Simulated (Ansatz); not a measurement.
A structure relaxed at r2SCAN-D4/def2-TZVP in Ansatz, charge 1, singlet:

Cartesian coordinates in Å:
```
Al 0.0765 0.0169 -0.1031
Al -1.7177 -0.3850 2.3058
Sb 1.6411 0.3681 -2.2026
```

Problem. Give its formula and point group.

Solution. the cluster Al₂Sb⁺. Point group C∞v (tolerance 0.1 Å).

Problem. Summarise the bond lengths by kind (pairs closer than 1.2 times the sum of covalent radii, bridged metal pairs left out).

Solution. 1 × Al–Sb 2.64 Å.

In the def2 sets Sb takes a core potential; there is no spin–orbit coupling. The restricted singlet is unstable towards broken spin symmetry in Hartree–Fock (as tested in another run); at r2SCAN-D4/def2-TZVP this wasn't settled. An occupied level lies above an empty one. Another isomer (triplet) lies 1.30 eV lower at PBE0-D4/def2-TZVP; other spin states weren't run for this one.
